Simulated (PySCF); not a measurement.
Cl2HHfO, SMILES [OH][Hf]([Cl])[Cl] (connectivity only; charge and spin as stated), neutral, multiplicity 2. Atoms are numbered in the order given.

```xyz
5

Hf     0.0000     0.0000     0.1828
Cl     0.0000     2.0677    -0.9684
Cl     0.0000    -2.0677    -0.9684
O      0.0000     0.0000     2.0893
H      0.0000     0.0000     3.0487
```
Charge 0, spin multiplicity 2.

The structure is a stationary point at B3LYP-D3(BJ)/def2-SVP. The spin state was assumed, not searched. The isomer is the one that the SMILES or the coordinates give; other isomers of the formula were not compared. The def2 effective core potentials stand for the cores of Hf; spin–orbit coupling is left out. The values are those of a single conformer.

Method: TDA-ωB97X/def2-SVPD (PySCF 2.14.0).

Vertical excitations. The molecule is in vacuum.

List the lowest excited states. (Estimate from the structure and the level; the computed values follow.)


| state | energy (eV) | λ (nm) | f | main pairs |
|---|---|---|---|---|
| root 1 | 1.35 | 918 | 0.000 | α HOMO→LUMO 99 % |
| root 2 | 1.90 | 654 | 0.001 | α HOMO→LUMO+1 83 %, α HOMO→LUMO+3 15 % |
| root 3 | 2.79 | 445 | 0.005 | α HOMO→LUMO+2 74 %, α HOMO→LUMO+4 22 % |
| root 4 | 3.15 | 394 | 0.003 | α HOMO→LUMO+5 78 %, α HOMO→LUMO+7 19 % |
| root 5 | 4.54 | 273 | 0.253 | α HOMO→LUMO+3 78 %, α HOMO→LUMO+1 15 % |
| root 6 | 4.72 | 263 | 0.001 | α HOMO→LUMO+4 62 %, α HOMO→LUMO+2 16 %, α HOMO→LUMO+10 11 % |
| root 7 | 5.01 | 248 | 0.000 | β HOMO→LUMO 95 % |
| root 8 | 5.30 | 234 | 0.065 | β HOMO−1→LUMO 96 % |
| root 9 | 5.41 | 229 | 0.003 | β HOMO−3→LUMO 98 % |
| root 10 | 5.43 | 228 | 0.000 | β HOMO−4→LUMO 93 % |
Unrestricted roots are not spin-pure.
